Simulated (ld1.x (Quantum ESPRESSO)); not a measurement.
## LDA (PZ) ultrasoft dataset for carbon (C), non-relativistic all-electron reference.

ld1.x (Quantum ESPRESSO) 7.5 was run on this input:

```
&input
   title='C', zed=6., rel=0, dft='PZ', iswitch=3,
   config='[He] 2s1.75 2p2.25 3d-2',
   nld=3, rlderiv=1.80, eminld=-3.0, emaxld=5.0, deld=0.02
 /
 &inputp
   pseudotype=3, tm=.true., lloc=-1, rcloc=1.65,
   nlcc=.false.,
   which_augfun='PSQ', rmatch_augfun=0.85,
   file_pseudopw='C.UPF', file_wfcaegen='ae.wfc', file_wfcncgen='nc.wfc', file_beta='beta', file_chi='chi', file_wfcusgen='us.wfc'
 /
6
2S  1  0   1.75   0.00  0.85  1.00  0.0
2S  1  0   0.00   2.05  0.85  1.00  0.0
2P  2  1   2.25   0.00  1.50  1.65  0.0
2P  2  1   0.00   1.40  1.50  1.65  0.0
3D  3  2  -2.00   0.05  1.25  1.50  0.0
3D  3  2  -2.00   1.85  1.25  1.50  0.0
 &test
   configts(1)='2s1.75 2p2.25'
 /
```

Command:

```bash
ld1.x < C.in > C.out
```

Output (shortened: banner, matrices, multipoles, cross overlaps and the repeated all-electron block are left out):

```
Program LD1 v.7.5
     --------------------------- All-electron run ----------------------------

     C

     atomic number is  6.00
     dft =PZ   lsd =0 sic =0 latt =0  beta=0.20 tr2=1.0E-14
     Exchange-correlation= PZ
                           (   1   1   0   0   0   0   0)
     mesh =1073 r(mesh) = 100.30751 a.u. xmin = -7.00 dx = 0.01250
     1 Ry =  13.60569312 eV

     n l     nl                  e(Ry)          e(Ha)          e(eV)
     1 0     1S 1( 2.00)       -19.9116        -9.9558      -270.9112
     2 0     2S 1( 1.75)        -1.0104        -0.5052       -13.7468
     2 1     2P 1( 2.25)        -0.4064        -0.2032        -5.5289

     final scf error:  2.5E-15 reached in  22 iterations

     Etot =     -74.697604 Ry,     -37.348802 Ha,   -1016.312680 eV

     Ekin =      74.225572 Ry,      37.112786 Ha,    1009.890357 eV
     Encl =    -174.671184 Ry,     -87.335592 Ha,   -2376.522529 eV
     Eh   =      35.177888 Ry,      17.588944 Ha,     478.619547 eV
     Exc  =      -9.429880 Ry,      -4.714940 Ha,    -128.300055 eV

     normalization and overlap integrals

     s(1S/1S) =  1.000000  <r> =   0.2728  <r2> =    0.1008  r(max) =   0.1752
     s(2S/2S) =  1.000000  <r> =   1.5820  <r2> =    3.0352  r(max) =   1.2162
     s(2P/2P) =  1.000000  <r> =   1.7886  <r2> =    4.1957  r(max) =   1.1862

     ------------------------ End of All-electron run ------------------------

     --------------------- Generating US pseudopotential ---------------------

      Generating local potential from pseudized AE potential:
      Matching radius rcloc =   1.6500

      Local pseudo, rcloc= 1.662 Estimated cut-off energy=     8.76 Ry
      Wfc-us  2S rcutus= 1.008  Estimated cut-off energy=    41.84 Ry
      Wfc-us  2S rcutus= 1.008  Estimated cut-off energy=    46.72 Ry
      Wfc-us  2P rcutus= 1.662  Estimated cut-off energy=    27.82 Ry
      Wfc-us  2P rcutus= 1.662  Estimated cut-off energy=    41.95 Ry
      Wfc-us  3D rcutus= 1.504  Estimated cut-off energy=    44.95 Ry
      Wfc-us  3D rcutus= 1.504  Estimated cut-off energy=    46.69 Ry

     Q pseudized with Bessel functions
     Expected ecutrho=     714.8549 due to l1=  2   l2=  2

     ------------------- End of pseudopotential generation -------------------

     Computing logarithmic derivative in   1.80310
     Computing logarithmic derivative in   1.80310
     Computing the partial wave expansion
     R is outside the sphere for l=    0 j= 0.00
     R is outside the sphere for l=    0 j= 0.00
     R is outside the sphere for l=    1 j= 0.00
     R is outside the sphere for l=    1 j= 0.00
     R is outside the sphere for l=    2 j= 0.00
     R is outside the sphere for l=    2 j= 0.00

     ---------------------- Testing the pseudopotential ----------------------

     C

     atomic number is  6.00   valence charge is  4.00
     dft =PZ   lsd =0 sic =0 latt =0  beta=0.20 tr2=1.0E-14
     mesh =1073 r(mesh) = 100.30751 xmin = -7.00 dx = 0.01250

     n l     nl             e AE (Ry)        e PS (Ry)    De AE-PS (Ry)
     1 0     2S   1( 1.75)       -1.01037       -1.01037        0.00000
     2 1     2P   1( 2.25)       -0.40636       -0.40636        0.00000

     eps = 2.6E-26  iter =  1

     Etot =     -74.697604 Ry,     -37.348802 Ha,   -1016.312680 eV
     Etotps =   -10.546511 Ry,      -5.273255 Ha,    -143.492588 eV

     Ekin =       5.351794 Ry,       2.675897 Ha,      72.814861 eV
     Encl =     -22.278201 Ry,     -11.139100 Ha,    -303.110363 eV
     Ehrt =       8.698341 Ry,       4.349170 Ha,     118.346955 eV
     Ecxc =      -2.728382 Ry,      -1.364191 Ha,     -37.121525 eV
     Epseu=       0.409938 Ry,       0.204969 Ha,       5.577484 eV

     ---------------------- End of pseudopotential test ----------------------
```

Generation and configuration tests took about 1.7 s on one core of a shared server CPU.
